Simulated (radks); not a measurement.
Charge is removed step by step from the 5s down level of Cs+, starting from [Kr] 4d10 5s(up 1, down 1) 5p6. All-electron calculation, scalar-relativistic Kohn-Sham, PBE, spin-polarised, spherical densities, finite nucleus; Fermi nuclear charge, rms radius 4.8041 fm. Program: a radial shooting solver on a logarithmic mesh with Libxc functionals.

removed (e) = 0: E - E(0) (eV) 0.000; eigenvalue (eV) -31.936; E minus straight line (eV) 0.000
removed (e) = 0.125: E - E(0) (eV) 4.074; eigenvalue (eV) -33.266; E minus straight line (eV) -0.594
removed (e) = 0.25: E - E(0) (eV) 8.315; eigenvalue (eV) -34.608; E minus straight line (eV) -1.021
removed (e) = 0.375: E - E(0) (eV) 12.725; eigenvalue (eV) -35.961; E minus straight line (eV) -1.279
removed (e) = 0.5: E - E(0) (eV) 17.304; eigenvalue (eV) -37.325; E minus straight line (eV) -1.368
removed (e) = 0.625: E - E(0) (eV) 22.055; eigenvalue (eV) -38.699; E minus straight line (eV) -1.286
removed (e) = 0.75: E - E(0) (eV) 26.977; eigenvalue (eV) -40.082; E minus straight line (eV) -1.031
removed (e) = 0.875: E - E(0) (eV) 32.074; eigenvalue (eV) -41.475; E minus straight line (eV) -0.603
removed (e) = 1: E - E(0) (eV) 37.344; eigenvalue (eV) -42.877; E minus straight line (eV) 0.000

Removing the whole electron costs 37.344 eV by Delta-SCF, against 31.936 eV from minus the eigenvalue at the starting occupation. Slater's transition state (half an electron removed) gives 37.325 eV. Integrating minus the eigenvalue over the occupation (Janak's theorem) gives 37.352 eV. In this scalar-relativistic scheme the density is built from large components alone, so the theorem holds only approximately. The mean slope of the eigenvalue, de/dn, is 10.9 eV per electron.
